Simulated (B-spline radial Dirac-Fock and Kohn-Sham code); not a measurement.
Energy-loss ionisation edge L3 of Ge

System: atomic germanium in the configuration 1s2 2s2 2p6 3s2 3p6 3d10 4s2 4p2. Method: the first Born approximation with generalised oscillator strengths from a Dirac-Hartree-Slater potential (longitudinal and transverse terms; continuum final states only, so no white lines or fine structure). Computed with a radial atomic solver. The edge is taken at 1217.0 eV (tabulated value).

Partial cross sections σ(β, Δ) in barn, integrated over a window Δ above the edge and up to the collection semi-angle β, for parallel illumination:

| E₀ (kV) | β (mrad) | Δ = 25 eV | Δ = 50 eV | Δ = 100 eV | Δ = 200 eV | Δ = 300 eV |
| --- | --- | --- | --- | --- | --- | --- |
| 60 | 5 | ? | ? | ? | ? | ? |
| 60 | 10 | 57.6 | 122 | 240 | 419 | 544 |
| 60 | 100 | 353 | 757 | 1530 | 2810 | 3810 |
| 80 | 5 | 23.3 | 49.2 | 96.2 | 167 | 215 |
| 80 | 10 | 67.6 | 143 | 282 | 497 | 648 |
| 100 | 5 | 28.1 | 59.4 | 116 | 202 | 262 |
| 100 | 50 | 234 | 501 | 1010 | 1840 | 2480 |
| 120 | 10 | 79.3 | 169 | 334 | 592 | 778 |
| 120 | 100 | 249 | 535 | 1080 | 2000 | 2720 |
| 200 | 5 | 45.9 | 97.5 | 192 | 339 | 444 |
| 200 | 10 | 89.7 | 191 | 381 | 682 | 904 |
| 200 | 20 | 137 | 294 | 588 | 1070 | 1430 |
| 200 | 50 | 185 | 397 | 801 | 1470 | 2000 |
| 300 | 5 | 57.5 | 123 | 243 | 433 | 570 |

**Question.** Give the row for 60 kV and 5 mrad.

**Answer.** 18.0 b for 25 eV, 38.0 b for 50 eV, 74.1 b for 100 eV, 128 b for 200 eV, 165 b for 300 eV.
